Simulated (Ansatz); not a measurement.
A short molecular-dynamics run on BF2GaH2 (`F[BH][GaH][F]`).

```yaml
crystal:
  periodic: [false, false, false]
  atoms:
    - {symbol: F, position_ang: [1.026557, -1.493482, -1.136440]}
    - {symbol: B, position_ang: [0.899114, -0.264336, -0.672525]}
    - {symbol: Ga, position_ang: [-0.657351, 0.181538, 0.694213]}
    - {symbol: F, position_ang: [-2.064762, 0.903608, -0.097856]}
    - {symbol: H, position_ang: [1.697578, 0.540366, -1.075537]}
    - {symbol: H, position_ang: [-0.859136, 0.068304, 2.241846]}
basis:
  gaussian: {orbitals: def2-SVP}
hamiltonian: {xc: {name: revPBE}, dispersion: d4}
md: {timestep: 0.5 fs, n_steps: 30, ensemble: nve, temperature: 1500, initial_velocities: maxwell_boltzmann, seed: 984}
```

```sh
$ ansatz run in.yaml --threads 2 --pin off --events-out ev --progress --plain --max-ram 4352MiB
```

```
step  time (fs)  potential energy (eV)  kinetic (eV)  T (K)  conserved (eV)
   0        0.0            -58505.0715        0.7756   1500     -58504.2959
   1        0.5            -58505.0648        0.7689   1487     -58504.2959
   2        1.0            -58505.0481        0.7523   1455     -58504.2958
   3        1.5            -58505.0226        0.7269   1406     -58504.2957
   4        2.0            -58504.9905        0.6950   1344     -58504.2955
   5        2.5            -58504.9546        0.6593   1275     -58504.2953
   6        3.0            -58504.9179        0.6227   1204     -58504.2952
   7        3.5            -58504.8831        0.5880   1137     -58504.2950
   8        4.0            -58504.8521        0.5571   1077     -58504.2950
   9        4.5            -58504.8256        0.5306   1026     -58504.2950
  10        5.0            -58504.8034        0.5083    983     -58504.2951
  11        5.5            -58504.7844        0.4892    946     -58504.2952
  12        6.0            -58504.7672        0.4719    913     -58504.2952
  13        6.5            -58504.7506        0.4553    881     -58504.2953
  14        7.0            -58504.7339        0.4386    848     -58504.2953
  15        7.5            -58504.7168        0.4216    815     -58504.2953
  16        8.0            -58504.6994        0.4041    782     -58504.2952
  17        8.5            -58504.6819        0.3867    748     -58504.2952
  18        9.0            -58504.6647        0.3695    715     -58504.2952
  19        9.5            -58504.6483        0.3531    683     -58504.2952
  20       10.0            -58504.6330        0.3379    654     -58504.2951
  21       10.5            -58504.6196        0.3245    628     -58504.2951
  22       11.0            -58504.6090        0.3140    607     -58504.2950
  23       11.5            -58504.6024        0.3075    595     -58504.2949
  24       12.0            -58504.6014        0.3066    593     -58504.2948
  25       12.5            -58504.6073        0.3126    605     -58504.2948
  26       13.0            -58504.6207        0.3259    630     -58504.2948
  27       13.5            -58504.6409        0.3460    669     -58504.2949
  28       14.0            -58504.6660        0.3709    717     -58504.2951
  29       14.5            -58504.6930        0.3977    769     -58504.2954
  30       15.0            -58504.7182        0.4226    817     -58504.2956
```

Velocities are drawn at the set temperature; a run this short doesn't reach equilibrium.

Frames (Å, forces in eV/Å):

```xyz
6
time=0.0 fs
F     1.027   -1.493   -1.136    0.044   -0.698   -0.251
B     0.899   -0.264   -0.673   -0.268    0.248    0.321
Ga   -0.657    0.182    0.694    0.501   -0.207    0.055
F    -2.065    0.904   -0.098   -0.545    0.267   -0.259
H     1.698    0.540   -1.076    0.334    0.400   -0.153
H    -0.859    0.068    2.242   -0.066   -0.010    0.286
6
time=0.5 fs
F     1.026   -1.495   -1.136   -0.051   -0.489   -0.164
B     0.896   -0.256   -0.680   -0.115   -0.028    0.275
Ga   -0.657    0.181    0.697    0.505   -0.137   -0.329
F    -2.064    0.903   -0.102   -0.503    0.243   -0.226
H     1.722    0.522   -1.082    0.262    0.452   -0.131
H    -0.866    0.059    2.222   -0.098   -0.040    0.575
6
time=1.0 fs
F     1.026   -1.497   -1.135   -0.146   -0.281   -0.082
B     0.894   -0.248   -0.687    0.074   -0.272    0.217
Ga   -0.657    0.181    0.699    0.508   -0.063   -0.713
F    -2.064    0.903   -0.106   -0.458    0.218   -0.192
H     1.747    0.505   -1.090    0.154    0.472   -0.093
H    -0.873    0.050    2.204   -0.132   -0.073    0.864
6
time=1.5 fs
F     1.026   -1.499   -1.135   -0.238   -0.076   -0.006
B     0.891   -0.240   -0.695    0.294   -0.486    0.152
Ga   -0.657    0.181    0.702    0.509    0.012   -1.081
F    -2.063    0.903   -0.110   -0.411    0.192   -0.157
H     1.773    0.489   -1.097    0.014    0.466   -0.043
H    -0.880    0.041    2.187   -0.167   -0.109    1.136
6
time=2.0 fs
F     1.025   -1.501   -1.135   -0.327    0.123    0.062
B     0.888   -0.232   -0.702    0.537   -0.677    0.084
Ga   -0.657    0.180    0.704    0.505    0.087   -1.414
F    -2.063    0.903   -0.114   -0.363    0.166   -0.121
H     1.799    0.474   -1.105   -0.152    0.444    0.016
H    -0.887    0.032    2.174   -0.199   -0.144    1.373
6
time=2.5 fs
F     1.025   -1.503   -1.134   -0.412    0.316    0.123
B     0.886   -0.225   -0.709    0.790   -0.852    0.020
Ga   -0.657    0.180    0.707    0.493    0.158   -1.691
F    -2.062    0.903   -0.119   -0.314    0.140   -0.084
H     1.824    0.460   -1.112   -0.333    0.414    0.077
H    -0.895    0.022    2.163   -0.225   -0.176    1.555
6
time=3.0 fs
F     1.024   -1.505   -1.134   -0.490    0.499    0.177
B     0.883   -0.217   -0.717    1.043   -1.016   -0.036
Ga   -0.657    0.180    0.709    0.470    0.223   -1.898
F    -2.062    0.903   -0.123   -0.264    0.114   -0.045
H     1.849    0.447   -1.119   -0.517    0.383    0.136
H    -0.904    0.012    2.156   -0.241   -0.202    1.666
6
time=3.5 fs
F     1.024   -1.506   -1.133   -0.563    0.672    0.222
B     0.881   -0.210   -0.724    1.282   -1.174   -0.079
Ga   -0.656    0.179    0.711    0.434    0.277   -2.021
F    -2.062    0.903   -0.127   -0.213    0.087   -0.005
H     1.872    0.435   -1.127   -0.695    0.357    0.189
H    -0.913    0.001    2.154   -0.245   -0.220    1.695
6
time=4.0 fs
F     1.023   -1.508   -1.133   -0.628    0.834    0.259
B     0.879   -0.203   -0.731    1.500   -1.329   -0.106
Ga   -0.656    0.179    0.713    0.383    0.319   -2.060
F    -2.061    0.903   -0.131   -0.163    0.061    0.035
H     1.893    0.424   -1.133   -0.858    0.340    0.232
H    -0.923   -0.010    2.155   -0.233   -0.225    1.639
6
time=4.5 fs
F     1.023   -1.510   -1.132   -0.685    0.984    0.289
B     0.878   -0.196   -0.738    1.687   -1.480   -0.116
Ga   -0.656    0.179    0.716    0.317    0.347   -2.018
F    -2.061    0.903   -0.135   -0.113    0.035    0.076
H     1.913    0.414   -1.139   -0.999    0.333    0.264
H    -0.933   -0.022    2.161   -0.206   -0.218    1.504
6
time=5.0 fs
F     1.022   -1.511   -1.131   -0.735    1.121    0.311
B     0.877   -0.190   -0.746    1.840   -1.628   -0.107
Ga   -0.656    0.178    0.718    0.238    0.361   -1.909
F    -2.061    0.903   -0.140   -0.064    0.009    0.117
H     1.930    0.405   -1.144   -1.114    0.337    0.285
H    -0.944   -0.034    2.169   -0.165   -0.199    1.302
6
time=5.5 fs
F     1.021   -1.512   -1.131   -0.776    1.243    0.326
B     0.876   -0.184   -0.753    1.955   -1.772   -0.079
Ga   -0.656    0.178    0.720    0.150    0.363   -1.750
F    -2.061    0.903   -0.144   -0.016   -0.016    0.159
H     1.945    0.396   -1.149   -1.200    0.351    0.292
H    -0.955   -0.047    2.181   -0.113   -0.169    1.052
6
time=6.0 fs
F     1.020   -1.514   -1.130   -0.809    1.352    0.334
B     0.876   -0.178   -0.761    2.029   -1.909   -0.033
Ga   -0.655    0.178    0.722    0.057    0.354   -1.562
F    -2.060    0.903   -0.148    0.031   -0.041    0.200
H     1.956    0.388   -1.153   -1.255    0.374    0.288
H    -0.966   -0.060    2.196   -0.053   -0.130    0.773
6
time=6.5 fs
F     1.019   -1.515   -1.129   -0.834    1.446    0.335
B     0.876   -0.173   -0.768    2.062   -2.038    0.031
Ga   -0.655    0.178    0.723   -0.037    0.338   -1.362
F    -2.060    0.903   -0.152    0.076   -0.066    0.241
H     1.965    0.381   -1.156   -1.278    0.405    0.271
H    -0.978   -0.074    2.212    0.012   -0.085    0.484
6
time=7.0 fs
F     1.018   -1.515   -1.129   -0.850    1.525    0.330
B     0.877   -0.168   -0.775    2.052   -2.160    0.111
Ga   -0.655    0.177    0.725   -0.129    0.316   -1.166
F    -2.060    0.903   -0.156    0.119   -0.089    0.281
H     1.970    0.375   -1.159   -1.269    0.444    0.243
H    -0.989   -0.087    2.230    0.077   -0.036    0.201
6
time=7.5 fs
F     1.017   -1.516   -1.128   -0.858    1.590    0.319
B     0.878   -0.164   -0.783    1.998   -2.274    0.208
Ga   -0.655    0.177    0.727   -0.215    0.292   -0.986
F    -2.060    0.903   -0.160    0.160   -0.112    0.320
H     1.973    0.370   -1.161   -1.225    0.490    0.203
H    -1.000   -0.101    2.248    0.140    0.014   -0.065
6
time=8.0 fs
F     1.015   -1.516   -1.127   -0.858    1.641    0.303
B     0.879   -0.160   -0.790    1.899   -2.380    0.321
Ga   -0.654    0.177    0.729   -0.293    0.266   -0.828
F    -2.059    0.903   -0.164    0.200   -0.133    0.357
H     1.972    0.367   -1.163   -1.147    0.543    0.152
H    -1.011   -0.115    2.266    0.199    0.062   -0.305
6
time=8.5 fs
F     1.014   -1.517   -1.126   -0.849    1.678    0.281
B     0.881   -0.156   -0.797    1.756   -2.477    0.449
Ga   -0.654    0.177    0.731   -0.361    0.241   -0.697
F    -2.059    0.903   -0.168    0.237   -0.154    0.394
H     1.969    0.364   -1.164   -1.034    0.603    0.089
H    -1.022   -0.129    2.283    0.251    0.109   -0.516
6
time=9.0 fs
F     1.012   -1.517   -1.125   -0.831    1.702    0.254
B     0.883   -0.154   -0.805    1.569   -2.568    0.591
Ga   -0.654    0.176    0.732   -0.419    0.217   -0.593
F    -2.059    0.903   -0.172    0.272   -0.173    0.428
H     1.964    0.363   -1.165   -0.887    0.670    0.016
H    -1.032   -0.142    2.299    0.297    0.152   -0.696
6
time=9.5 fs
F     1.010   -1.516   -1.124   -0.805    1.712    0.223
B     0.886   -0.152   -0.812    1.342   -2.650    0.744
Ga   -0.654    0.176    0.734   -0.467    0.195   -0.518
F    -2.058    0.903   -0.176    0.304   -0.191    0.461
H     1.956    0.364   -1.166   -0.709    0.742   -0.067
H    -1.041   -0.155    2.313    0.335    0.191   -0.844
6
time=10.0 fs
F     1.009   -1.516   -1.123   -0.771    1.710    0.188
B     0.889   -0.150   -0.818    1.081   -2.721    0.907
Ga   -0.654    0.176    0.736   -0.505    0.176   -0.467
F    -2.058    0.903   -0.180    0.335   -0.208    0.492
H     1.946    0.366   -1.167   -0.507    0.817   -0.157
H    -1.050   -0.167    2.325    0.367    0.226   -0.963
6
time=10.5 fs
F     1.007   -1.515   -1.122   -0.728    1.695    0.149
B     0.892   -0.149   -0.825    0.799   -2.779    1.075
Ga   -0.654    0.176    0.737   -0.534    0.158   -0.440
F    -2.057    0.903   -0.183    0.363   -0.224    0.522
H     1.936    0.371   -1.168   -0.291    0.892   -0.251
H    -1.057   -0.179    2.335    0.391    0.257   -1.054
6
time=11.0 fs
F     1.005   -1.514   -1.121   -0.678    1.667    0.105
B     0.896   -0.149   -0.831    0.509   -2.816    1.242
Ga   -0.653    0.176    0.739   -0.554    0.143   -0.434
F    -2.057    0.902   -0.187    0.390   -0.238    0.549
H     1.924    0.377   -1.171   -0.075    0.961   -0.345
H    -1.064   -0.191    2.343    0.408    0.282   -1.118
6
time=11.5 fs
F     1.003   -1.513   -1.120   -0.619    1.625    0.058
B     0.899   -0.149   -0.838    0.230   -2.824    1.404
Ga   -0.653    0.176    0.741   -0.566    0.130   -0.446
F    -2.056    0.902   -0.191    0.414   -0.251    0.575
H     1.913    0.386   -1.173    0.123    1.016   -0.432
H    -1.069   -0.201    2.347    0.419    0.304   -1.158
6
time=12.0 fs
F     1.001   -1.512   -1.119   -0.554    1.568    0.007
B     0.903   -0.150   -0.843   -0.019   -2.792    1.554
Ga   -0.653    0.175    0.742   -0.570    0.119   -0.476
F    -2.056    0.902   -0.194    0.436   -0.262    0.598
H     1.902    0.397   -1.177    0.283    1.047   -0.508
H    -1.074   -0.211    2.349    0.423    0.320   -1.175
6
time=12.5 fs
F     0.998   -1.510   -1.118   -0.482    1.494   -0.048
B     0.906   -0.152   -0.849   -0.218   -2.709    1.684
Ga   -0.653    0.175    0.744   -0.567    0.111   -0.521
F    -2.055    0.902   -0.198    0.457   -0.273    0.620
H     1.891    0.411   -1.183    0.389    1.045   -0.564
H    -1.078   -0.221    2.349    0.421    0.332   -1.170
6
time=13.0 fs
F     0.996   -1.509   -1.117   -0.405    1.401   -0.106
B     0.910   -0.154   -0.854   -0.356   -2.564    1.791
Ga   -0.653    0.175    0.745   -0.556    0.105   -0.582
F    -2.054    0.901   -0.201    0.475   -0.281    0.639
H     1.881    0.427   -1.189    0.430    1.000   -0.598
H    -1.080   -0.229    2.345    0.412    0.339   -1.144
6
time=13.5 fs
F     0.994   -1.507   -1.116   -0.323    1.287   -0.169
B     0.913   -0.157   -0.859   -0.429   -2.349    1.871
Ga   -0.653    0.175    0.747   -0.538    0.103   -0.659
F    -2.053    0.901   -0.204    0.492   -0.289    0.657
H     1.873    0.446   -1.197    0.401    0.907   -0.605
H    -1.082   -0.237    2.338    0.397    0.341   -1.095
6
time=14.0 fs
F     0.991   -1.505   -1.115   -0.239    1.151   -0.234
B     0.917   -0.160   -0.863   -0.441   -2.063    1.925
Ga   -0.653    0.175    0.748   -0.513    0.104   -0.752
F    -2.053    0.901   -0.208    0.508   -0.295    0.673
H     1.865    0.467   -1.206    0.310    0.766   -0.587
H    -1.082   -0.243    2.329    0.375    0.336   -1.025
6
time=14.5 fs
F     0.989   -1.503   -1.114   -0.154    0.992   -0.303
B     0.920   -0.164   -0.867   -0.404   -1.709    1.956
Ga   -0.653    0.175    0.750   -0.480    0.110   -0.863
F    -2.052    0.900   -0.211    0.522   -0.300    0.687
H     1.858    0.489   -1.217    0.170    0.581   -0.546
H    -1.082   -0.249    2.318    0.346    0.326   -0.931
6
time=15.0 fs
F     0.987   -1.500   -1.113   -0.068    0.808   -0.375
B     0.923   -0.168   -0.870   -0.338   -1.296    1.967
Ga   -0.653    0.175    0.751   -0.438    0.121   -0.993
F    -2.051    0.900   -0.214    0.534   -0.304    0.700
H     1.852    0.513   -1.229    0.001    0.363   -0.486
H    -1.081   -0.254    2.304    0.309    0.308   -0.813
```

It took 36 s on 2 threads of an Arm Neoverse V1 on a shared host, with 0.34 GiB of host memory at the peak.
